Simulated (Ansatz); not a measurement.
Cost and result up the ladder for MoO₃ (4 atoms). Charge 0, multiplicity 1. Geometry: r2SCAN-D4/def2-TZVP.

```xyz
4

Mo    0.0837    0.4056    0.0916
O     1.3893   -0.5685    0.5940
O    -0.1382    0.2398   -1.5904
O    -1.3347   -0.0769    0.9048
```

Ansatz on 4 threads of AMD EPYC 9B45 on a shared host. Times are rough, and most runs start from the orbitals of an earlier one. No level here is sound enough to serve as a yardstick. Binding counts from free atoms at the same level (Mo septet, O triplet; other spins of the atoms weren't run), without zero-point energy or a counterpoise term.

In the def2 sets Mo takes a core potential; there is no spin–orbit coupling. B3LYP takes the VWN-RPA correlation. Correlated methods freeze 3 core orbitals; core or outer-core shells of Mo are correlated, in sets that lack core-valence functions.

Run but left out: HF/def2-TZVP, MP2/def2-TZVP, CCSD(T)/def2-TZVPP (restricted singlet, unstable towards broken spin symmetry); HF/STO-3G, B2PLYP/def2-TZVP (restricted singlet, unstable in another Hartree–Fock run and untested here).

Correlated methods converge slowly with the basis.

```csv
level,functions,wall time,binding energy per atom (eV),remarks
PBE-D4/def2-SVP,73,0.25 s,5.11,restricted SCF unstable in HF
PBE0-D4/def2-SVP,73,0.25 s,4.32,restricted SCF unstable in HF
BLYP-D4/def2-TZVP,133,0.35 s,4.99,restricted SCF unstable in HF
PBE0-D4/def2-TZVP,133,0.4 s,4.28,restricted SCF unstable in HF
PBE-D4/def2-TZVP (with forces),133,0.4 s,5.02,–
B3LYP-D4/def2-TZVP,133,0.45 s,4.49,restricted SCF unstable in HF
PBE-D4/def2-TZVPD,160,0.45 s,5.03,restricted SCF unstable in HF
PBE0-D4/def2-TZVPD,160,0.55 s,4.29,restricted SCF unstable in HF
r2SCAN-D4/def2-TZVP,133,0.6 s,4.55,restricted SCF unstable in HF
r2SCAN-D4/def2-TZVPD,160,0.75 s,4.56,restricted SCF unstable in HF
RPA@PBE/def2-TZVP,133,0.75 s,4.23,–
B97M-V/def2-TZVP,133,1.1 s,4.44,restricted SCF unstable in HF
ωB97X-V/def2-TZVP,133,1.1 s,4.46,restricted SCF unstable in HF
ωB97M-V/def2-TZVP,133,1.1 s,4.30,restricted SCF unstable in HF
```
